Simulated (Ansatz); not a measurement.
Species: H₄O₂Si, SMILES `O[SiH2]O` (H–O–Si–O torsion -66°, O–Si–O–H torsion -66°) (charge 0, multiplicity 1).

Q: Give a relaxed geometry from PBE0-D4/def2-TZVP run with Ansatz (a program for electronic structure).

A: One answer among several that fit: the end point of this relaxation, one of several conformers (outside a Z-matrix the atoms follow the SMILES, hydrogens last).
Z-matrix (Å, degrees):
```
Si
O 1 1.6419
H 2 0.9584 1 117.70
O 1 1.6419 2 113.53 3 -65.96
H 4 0.9584 1 117.70 2 -65.96
H 1 1.4812 2 103.85 3 172.81
H 1 1.4812 6 112.95 2 120.92
```
